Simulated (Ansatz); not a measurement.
```yaml
crystal:
  periodic: [false, false, false]
  atoms:
    - {symbol: N, position_ang: [0.286063, -0.203220, -0.274967]}
    - {symbol: Ta, position_ang: [0.286063, -0.253220, -0.274967]}
    - {symbol: F, position_ang: [1.488828, -1.187016, 0.818580]}
    - {symbol: F, position_ang: [-0.750520, -1.446747, -1.282643]}
    - {symbol: F, position_ang: [1.203843, 0.932784, -1.399881]}
    - {symbol: H, position_ang: [-1.400521, 1.212718, 1.340702]}
basis:
  gaussian: {orbitals: def2-mTZVPP, final_grid: {core_spheres: 8, valence_spheres: 7, degree: 23}}
magnetization: {spin_polarized: true, initial_magnetization: 2}
hamiltonian: {xc: {name: CAM-B3LYP}, dispersion: d3bjatm}
output: {forces: true}
```

```sh
$ ansatz run in.yaml --threads 4 --pin off --events-out ev --progress --plain --max-ram 10444MiB
```

Shortened log:

```
Functional definition: CAM-B3LYP
1032 factors; their error is unknown
318 factors; integrals over basis functions are off by at most 1.2e-5 eV
mean field evaluation 1: about 14076.0791 eV, gradient 7.2e1 eV
mean field evaluation 2: about 14087.7489 eV, gradient 7.2e1 eV
mean field evaluation 4: about 14065.5860 eV, gradient 9.9e0 eV
mean field evaluation 8: about 14064.9157 eV, gradient 3.1e-1 eV
mean field evaluation 16: about 14064.8630 eV, gradient 2.6e-3 eV
mean field evaluation 32: about 14064.8630 eV, gradient 3.3e-5 eV
mean field 14064.86295304 eV, 516.8741800178 hartree, gradient 3.3e-5 eV, S^2 2.016263; 2 other end points of the search recorded, 0 dependent functions left out
reference 14064.86283021 eV, 516.8741755038 hartree; 25, 23 occupied and 112, 114 virtual orbitals, 1032 factors
Total energy: 14064.76728846 eV, 516.8706644094 hartree
Atom 0 at     0.286063    -0.203220    -0.274967 Å, force    12.526158 524304.611492   -12.107402 eV/Å
Atom 1 at     0.286063    -0.253220    -0.274967 Å, force   -14.463604 -524301.630678    13.836998 eV/Å
Atom 2 at     1.488828    -1.187016     0.818580 Å, force     3.413156    -3.227151     4.030274 eV/Å
Atom 3 at    -0.750520    -1.446747    -1.282643 Å, force    -3.731324    -4.060035    -2.778131 eV/Å
Atom 4 at     1.203843     0.932784    -1.399881 Å, force     2.121047     4.431556    -2.853809 eV/Å
Atom 5 at    -1.400521     1.212718     1.340702 Å, force     0.134567    -0.125184    -0.127931 eV/Å
Dipole moment:    -0.505197     0.314118     0.475050 e Å
```

In this input one atom was put on top of another. The run converged. The result belongs to that input, not to the molecule as meant.
